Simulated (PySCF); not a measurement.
Si(H)(Me)(Vi)2, C₅H₁₀Si, SMILES C=C[SiH](C)C=C at its GFN2-xTB optimised geometry (Å):

```
16

Si    -1.0056    -0.7953     0.0000
C     -1.6358     1.0014     0.0000
C      0.8817    -0.7953     0.0000
C      1.6411    -1.5536    -0.7739
C     -1.6268    -1.6522     1.5666
C     -0.8772    -2.3839     2.3762
H     -1.5151    -1.5091    -1.1845
H     -1.2634     1.5536     0.8585
H     -2.7205     1.0342     0.0353
H     -1.3203     1.5307    -0.8941
H      1.3749    -0.1275     0.6982
H      2.7205    -1.5320    -0.7370
H      1.2128    -2.2380    -1.4885
H     -2.6764    -1.5330     1.8119
H     -1.2669    -2.8610     3.2635
H      0.1728    -2.5391     2.1832
```

Calculation: PBE0/def2-TZVP (PySCF). Cells within 0.4 Å of a nucleus heavier than hydrogen are left out (blank, or x).

Map of the log10 of the electron density (e/bohr³), floored at −4 on the plane z = 1.2 Å:

```
|000000000000000000000000000|
|000000000000000000000000000|
|000000000000000000000000000|
|000000000000000000000000000|
|000000000000000000000000000|
|000000011221000000000000000|
|000000123443210000000000000|
|000001245555320000000000000|
|000023456776531000000000000|
|000123457887531110000000000|
|000134567887532222210000000|
|000134556776533444421000000|
|000123456665444566542000000|
|000023455665555677642000000|
|000123456776656777642000000|
|000235678887666676542000000|
|001346789998766665532000000|
|001356899x98655555432100000|
|001346789998655544321000000|
|000245678887665443321000000|
|000124567777665432210000000|
|000012345666554322100000000|
|000001234454443210000000000|
|000000122333322100000000000|
|000000001122110000000000000|
|000000000000000000000000000|
|000000000000000000000000000|
```
Scale: ten equal steps from -4.00 (start of '0') to -0.654 (end of '9'), in the order '0123456789'; x runs from -5.00 to 5.00, y from -5.00 (bottom) to 5.00 (top).
